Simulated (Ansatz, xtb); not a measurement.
**Two structures of AlH6SiSn**

Structure a: `[AlH2][SnH][SiH3]`, a doublet. Structure b: a doublet given by its coordinates. Both are isolated molecules in the gas phase, relaxed with PBE0-D3(BJ)/def2-SVP; the shapes shown needn't be the lowest conformers.

a (Å):

```yaml
atoms:
  - { symbol: Al, position_ang: [-2.3553, -0.0717, 0.6078] }
  - { symbol: Si, position_ang: [2.1552, -0.6718, 1.3032] }
  - { symbol: Sn, position_ang: [0.0309, -0.7232, -0.1290] }
  - { symbol: H, position_ang: [-2.5545, 0.4231, 2.1038] }
  - { symbol: H, position_ang: [-3.5455, -0.1779, -0.4387] }
  - { symbol: H, position_ang: [0.3918, -1.2781, -1.7145] }
  - { symbol: H, position_ang: [3.1769, 0.2418, 0.7045] }
  - { symbol: H, position_ang: [1.8092, -0.1815, 2.6717] }
  - { symbol: H, position_ang: [2.7538, -2.0380, 1.4145] }
```

b (Å):

```json
{"atom": "Al", "x (Å)": "-1.9907", "y (Å)": "-0.5718", "z (Å)": "0.2285"}
{"atom": "Si", "x (Å)": "2.0526", "y (Å)": "-0.3835", "z (Å)": "1.3127"}
{"atom": "Sn", "x (Å)": "0.2594", "y (Å)": "0.8784", "z (Å)": "-0.1539"}
{"atom": "H", "x (Å)": "-2.0918", "y (Å)": "-1.2480", "z (Å)": "1.6596"}
{"atom": "H", "x (Å)": "-3.1620", "y (Å)": "-0.3373", "z (Å)": "-0.8104"}
{"atom": "H", "x (Å)": "-0.4751", "y (Å)": "-0.9607", "z (Å)": "-0.5495"}
{"atom": "H", "x (Å)": "3.0196", "y (Å)": "-1.1483", "z (Å)": "0.4630"}
{"atom": "H", "x (Å)": "2.8339", "y (Å)": "0.6282", "z (Å)": "2.0942"}
{"atom": "H", "x (Å)": "1.4165", "y (Å)": "-1.3345", "z (Å)": "2.2793"}
```

Close contacts (Å): Al1–Sn3 2.70, Si2–Sn3 2.64, Al1–H4 1.59, Al1–H5 1.58, Al1–H6 1.75, Si2–H7 1.50, Si2–H8 1.50, Si2–H9 1.50, Sn3–H6 2.02.

**Question.** Estimate which is lower in electronic energy at CCSD(T)/def2-SVP + ΔMP2/def2-TZVPP, and by roughly how much.

**Answer.** Too close to call at this level: CCSD(T)/def2-SVP + ΔMP2/def2-TZVPP gives E(b) − E(a) = +6.44 kJ/mol.

How the difference moves with the method:

| level | geometry | E(b) − E(a) (kJ/mol) | departure from the last row (kJ/mol) | job, with rough time for the two |
| --- | --- | --- | --- | --- |
| PBE0-D3(BJ)/def2-SVP | PBE0-D3(BJ)/def2-SVP | +3.67 | −2.77 | optimisation, 1.7 min |
| HF/def2-SVP | PBE0-D3(BJ)/def2-SVP | +25.36 | +18.92 | part of the CCSD(T) run |
| MP2/def2-SVP | PBE0-D3(BJ)/def2-SVP | +18.46 | +12.02 | part of the CCSD(T) run |
| CCSD(T)/def2-SVP | PBE0-D3(BJ)/def2-SVP | +10.96 | +4.52 | single point |
| CCSD(T)/def2-SVP + ΔMP2/def2-TZVPP | PBE0-D3(BJ)/def2-SVP | +6.44 |  | single point, 47 s |

The largest departure from CCSD(T)/def2-SVP + ΔMP2/def2-TZVPP is that of HF/def2-SVP, 18.92 kJ/mol. Levels run at GFN2-xTB geometries aren't shown. The last row adds to CCSD(T) the change of the MP2 difference between the two basis sets, here −4.52 kJ/mol.

With harmonic frequencies from PBE0-D3(BJ)/def2-SVP (ideal gas, rigid rotor, one conformer each, 400 K, 1 atm): on the last row, ΔE + ΔZPE = +7.69 kJ/mol. A mode under 50 cm⁻¹ makes harmonic enthalpies and free energies unreliable, so none is given.

Open shells are spin-unrestricted. The correlated steps freeze 14 core orbitals; the filled d shell of Sn is correlated, in a basis made for valence electrons. Atoms past krypton carry core potentials in the def2 sets and no spin–orbit term is included. Run with Ansatz 0.2.0; the last row on 2 threads of Arm Neoverse V2 on a shared host.
